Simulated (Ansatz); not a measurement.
Worked example: KNH2 + GeH(SH) → KSH + GeH(NH2)

Species: KNH2 `[NH2][K]`, singlet; GeH(SH), singlet; KSH `[SH][K]`, singlet; GeH(NH2), singlet. The partners trade NH2 for SH: K–NH2 and Ge–SH bonds give way to K–SH and Ge–NH2.

Shapes, held fixed at every level: PBE0-D4/def2-TZVP. Flexible molecules stand in one conformer, not always the lowest. Programs: Ansatz 0.2.0. The zero-point and thermal change to 298 K, harmonic and unscaled (PBE0-D4/def2-TZVP), is +4.9 kJ/mol.

At CCSD(T)/def2-TZVPP; 1 Eh = 2625.50 kJ/mol:

```
 species   energy (Eh)
    KNH2   -655.194821
 GeH(SH)  -2474.532956
     KSH   -997.707983
GeH(NH2)  -2132.067765
```

**Question.** Work out ΔH(298 K) of the reaction at this level.

**Answer.** 
1. Products less reactants: (-997.707983) + (-2132.067765) − [(-655.194821) + (-2474.532956)] = -0.047971 Eh = -125.9 kJ/mol.
2. With the thermal change: -125.9 + (+4.9) = -121.0 kJ/mol.

Other levels give -154.4 (HF/def2-SVP) to -113.1 kJ/mol (B3LYP-D4/def2-TZVPP). No measured value is set beside it here. Relativity is left out for Ge unless named. Correlated rows may include outer-core shells of Ge, K, which these sets cover unevenly.
